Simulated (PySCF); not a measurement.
Correlation energy of Mn²⁺ (manganese, charge +2)

[Ar] 3d4 4s1, high-spin 6D determinant (an excited configuration). Computed with PySCF 2.14 in aug-cc-pVTZ (8s7p5d3f2g, 93 functions), with the non-relativistic Hamiltonian (point nucleus). Frozen: [Ar]; 5 electrons correlated.

```csv
level,correlation energy (mhartree)
CCSD,-57.24
(T),-0.49
CCSD(T),-57.73
```

Diagnostics: T1 = 0.0048, D1 = 0.0111, largest double amplitude 0.014.

Is a single reference adequate?

Yes: T1 lies below 0.03 and no double amplitude reaches 0.07.
